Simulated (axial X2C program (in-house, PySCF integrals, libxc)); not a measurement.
# Testing model relations on CaMn

A bond curve at the PBE0 level, 2c, was computed with an axial X2C code built on PySCF integrals (basis Mn dyall-cv3z [9s10p6d3f2g], Ca dyall-cv3z [11s12p6d4f] (cores contracted in-house)) for the state Ω = 5/2 (⟨Sz⟩ = 2.50, ⟨Lz⟩ = 0.00 at PBE0). Its fit gives Re = 3.7709 Å, ωe = 77.3 cm⁻¹, ωexe = 0.905 cm⁻¹ and αe = 6.258e-04 cm⁻¹; the masses are 54.9380 and 39.9626 u. Two-component means X2C with spin–orbit coupling and atomic mean-field Coulomb and Gaunt terms.

Question: Find the reduced mass, Be and the force constant.

Answer: From the PBE0 values: μ = 23.1344 u. Be = 16.8576/(μ Re²) = 0.05124 cm⁻¹. k = 5.8918×10⁻⁷ μ ωe² = 0.0814 mdyn/Å.

Question: Estimate De from a Morse curve and compare with the computed well depth of 0.182 eV to Mn + Ca.

Answer: De(Morse) = ωe²/(4ωexe) = 0.205 eV against 0.182 eV computed, a ratio of 1.13. For De the Morse form works well here.

Question: The dipole moment p changes by 0.30 D/Å at Re. What harmonic infrared intensity follows?

Answer: I = 42.256 × (dp/dR)²/μ = 0.16 km/mol.

Question: A Morse curve ties αe to the other constants (Pekeris). How well does that hold?

Answer: αe(Morse) = 6Be²/ωe × (√(ωexe/Be) − 1) = 6.528e-04 cm⁻¹; the PBE0 curve gives 6.258e-04 cm⁻¹, a ratio of 1.04.

Question: Where do the fundamental and the first overtone lie?

Answer: ν(1←0) = ωe − 2ωexe = 75.5 cm⁻¹; ν(2←0) = 2ωe − 6ωexe = 149.2 cm⁻¹.

One determinant describes the state; a PBE0 search over occupations chose it and may have missed a lower one. De is counted from the lowest determinant-based energies of the atoms at the same level, without counterpoise correction. Density functionals use the spin component along the axis (collinear). With several unpaired electrons one determinant need not be a pure state. This is the top spin component of a Σ state; components of lower Ω are not single determinants and can lie lower. Under one Hamiltonian the search converged a single determinant, so lower ones may well exist. The levels of this run spread widely (ωe from 77 to 98 cm⁻¹), so these constants depend on the method.
